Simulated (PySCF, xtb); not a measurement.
C2H5FOSi2, SMILES [Si@H]1(F)[SiH2]CC1=O.

GFN2-xTB run with xtb at its own geometry gives an orbital gap of 2.39 eV and a dipole moment of 3.64 D.

Geometry optimised at B3LYP-D3(BJ)/def2-SVP. The structure was generated by enumeration; whether it is a known compound was not checked.

Task: What does PBE0/def2-TZVP (PySCF) give? (An estimate is asked for; the answer gives what the named calculation found.)

Result: gap 4.68 eV (levels -6.85 and -2.17 eV), dipole 2.58 D.
